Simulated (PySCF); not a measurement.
Telling isomers of C3H12N2OSi apart by NMR

Theoretical values (PySCF 2.14): shielding tensors at PBE0/pcSseg-1 (GIAO), structure optimised with GFN2-xTB. Non-relativistic Hamiltonian, no solvent model, averaged over atoms made equivalent by symmetry, fast rotation or ring inversion, single conformer.

Scale: 1H (σref 31.72), 13C (σref 186.93) vs TMS (reference shieldings calculated alike). Where no couplings were computed, multiplicities follow the n + 1 count of equivalent neighbours, and m marks all less simple cases (inequivalent or close neighbours, rings, F or P nearby). Shifts are as computed. Against solution values, carbons near 30 ppm lie about +3 ppm off and those near 130 ppm about +5 ppm. Of 1211 compounds with measured shifts, 218 miss one by over three times the rms of a fit or turn the order of signals round; such compounds aren't used in these exercises. OH and NH positions are gas-phase values without hydrogen bonding to other molecules.

(1) Tabulate the signals of `CC(C)[Si](N)(N)O`, `CCCO[SiH](N)N`, `CCO[Si](C)(N)N` and their relative energies.

(2) What is the quickest way to tell CC(C)[Si](N)(N)O from CCCO[SiH](N)N?

(3) What is the quickest way to tell CCCO[SiH](N)N from CCO[Si](C)(N)N?

(4) What is the quickest way to tell CC(C)[Si](N)(N)O from CCO[Si](C)(N)N?

## Answers

(1) 
```json
{"SMILES": "CC(C)[Si](N)(N)O", "carbon types": "1×CH 2×CH3", "δC": "19.9, 18.0", "δH": "1.73 (br s, 1H), 1.03 (d, 6H), 0.58 (sept, 1H), 0.36 (br s, 4H)", "E rel. (kcal/mol)": "0.0"}
{"SMILES": "CCCO[SiH](N)N", "carbon types": "2×CH2 1×CH3", "δC": "65.6, 30.1, 13.0", "δH": "5.22 (s, 1H), 3.83 (t, 2H), 1.53 (m, 2H), 1.14 (t, 3H), 0.44 (br s, 4H)", "E rel. (kcal/mol)": "19.9"}
{"SMILES": "CCO[Si](C)(N)N", "carbon types": "1×CH2 2×CH3", "δC": "62.0, 21.0, 0.2", "δH": "4.12 (q, 2H), 1.40 (t, 3H), 0.38 (br s, 4H), -0.13 (s, 3H)", "E rel. (kcal/mol)": "6.4"}
```

Energies are electronic energies at PBE0/pcSseg-1 on these geometries, without zero-point or thermal terms, each for the one conformer computed, which needn't be the lowest.

(2) Count the carbon signals: 2 against 3. The first has an sp3 CH bonded to Si at 18.0 ppm, the second an sp3 CH2 bonded to O at 65.6 ppm. Their most deshielded carbons lie at 19.9 and 65.6 ppm. In the proton spectra the most deshielded non-exchanging signals are 1.03 (d, 6H) and 5.22 (s, 1H).

(3) Both give the same number of carbon signals, but DEPT or the intensities differ. The first has an sp3 CH2 at 30.1 ppm, the second a methyl carbon bonded to Si (CH3) at 0.2 ppm. Their most deshielded carbons lie at 65.6 and 62.0 ppm. In the proton spectra the most deshielded non-exchanging signals are 5.22 (s, 1H) and 4.12 (q, 2H).

(4) Count the carbon signals: 2 against 3. The first has an sp3 CH bonded to Si at 18.0 ppm, the second an sp3 CH2 bonded to O at 62.0 ppm. Their most deshielded carbons lie at 19.9 and 62.0 ppm. In the proton spectra the most deshielded non-exchanging signals are 1.03 (d, 6H) and 4.12 (q, 2H).
